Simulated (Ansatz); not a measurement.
The cluster Mg4O4, relaxed as a singlet with RKS PBE-D4/def2-SVP in Ansatz, starting from the GFN1-xTB geometry. Force threshold 0.02 eV/Å.

The structure comes from a short search, and lower isomers may exist.

Start:

```xyz
8

Mg   -1.760    0.299   -1.261
Mg   -1.288   -0.507    1.684
Mg    1.291    0.516   -1.686
Mg    1.759   -0.307    1.259
O    -2.359   -0.163    0.329
O     0.363   -0.638    2.279
O     2.356    0.163   -0.329
O    -0.362    0.636   -2.276
```

```csv
step,energy (eV),largest force component (eV/Å),SCF passes
1,-29937.4752,1.505,17
2,-29937.8200,0.877,19
3,-29938.0035,0.030,20
4,-29938.0039,0.000,21
```

Force components are those of the run's own axes.

End:

```xyz
8

Mg   -1.8031    0.3115   -1.2881
Mg   -1.3237   -0.5270    1.7255
Mg    1.3237    0.5270   -1.7255
Mg    1.8031   -0.3115    1.2881
O    -2.4968   -0.1719    0.3493
O     0.3828   -0.6698    2.4064
O     2.4967    0.1723   -0.3492
O    -0.3828    0.6693   -2.4065
```

By distances, no bond broke or formed. The bond that changes most is Mg2–O6, from 1.76 to 1.84 Å (atoms count from 1).

No frequencies were taken in this run, so the end may be a saddle point.

Hardware: 4 threads of Arm Neoverse V2 on a shared host. Wall time 4.3 s.
